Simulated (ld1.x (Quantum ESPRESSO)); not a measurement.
# Which change was made? (Cl, TM)

* Element: chlorine (Cl)
* Generator: ld1.x (Quantum ESPRESSO) 7.5
* Type: norm-conserving Troullier–Martins (Kleinman–Bylander form)
* Functional: PBE
* Relativity: scalar-relativistic
* Frozen core: [Ne]
* Valence charge: 7
* Reference configuration: 3s2 3p3 (charge +2)
* Partial waves: 3p (bound): rc 1.10 bohr; 3d channel at 0.45 Ry: rc 1.20 bohr; 3s (bound): rc 1.35 bohr
* Local potential: the s channel
* Core correction: Bessel-smoothed model core inside 1.00 bohr

Cutoffs, loose and tight: the cutoffs (Ry, on a coarse ladder) from which the occupation-weighted sum of valence levels, in a spherical-Bessel basis at the reference potential, stays within 10 and 1 mRy of its value at 400 Ry. They do not see the model core or the augmentation charge, which bear on the density cutoff. Test errors are all-electron minus pseudo excitation energies from the reference, over the configurations 3s2 3p5; 3s2 3p4; 3s2 3p2; 3s2 3p5.3; 3s2 3p1; 3s2 3p4.5; 3s1 3p6; variants that change the core or the reference have their own tests.

The base gives: outcome: generated; cutoff, loose: 80 Ry; cutoff, tight: 160 Ry; bound ghosts: none; largest test error (meV): +82.

**Question.** After one change the result is: outcome: generated; cutoff, loose: 35 Ry; cutoff, tight: 55 Ry; bound ghosts: none; largest test error (meV): -40. Which change was it?
A. wave 3p (bound): rc 1.10 bohr becomes 3p (bound): rc 1.20 bohr
B. type PAW; waves now 3s (bound): rcut 1.15, rcutus 1.35 bohr; 3s channel at -3 Ry: rcut 1.15, rcutus 1.35 bohr; 3p (bound): rcut 0.95, rcutus 1.10 bohr; 3p channel at 0.05 Ry: rcut 0.95, rcutus 1.10 bohr; 3d channel at 0.45 Ry: rcut 1.05, rcutus 1.20 bohr; 3d channel at 1.1 Ry: rcut 1.05, rcutus 1.20 bohr; local potential all-electron potential smoothed inside 1.35 bohr (lloc = -1); augmentation PSQ, inside the norm-conserving radii
C. wave 3s (bound): rc 1.35 bohr becomes 3s (bound): rc 2.06 bohr

**Answer.** B. The others give: wave 3s (bound): rc 1.35 bohr becomes 3s (bound): rc 2.06 bohr → outcome: generated; cutoff, loose: 80 Ry; cutoff, tight: 160 Ry; bound ghosts: none; largest test error (meV): +263 | wave 3p (bound): rc 1.10 bohr becomes 3p (bound): rc 1.20 bohr → outcome: generated; cutoff, loose: 60 Ry; cutoff, tight: 100 Ry; bound ghosts: none; largest test error (meV): +90.
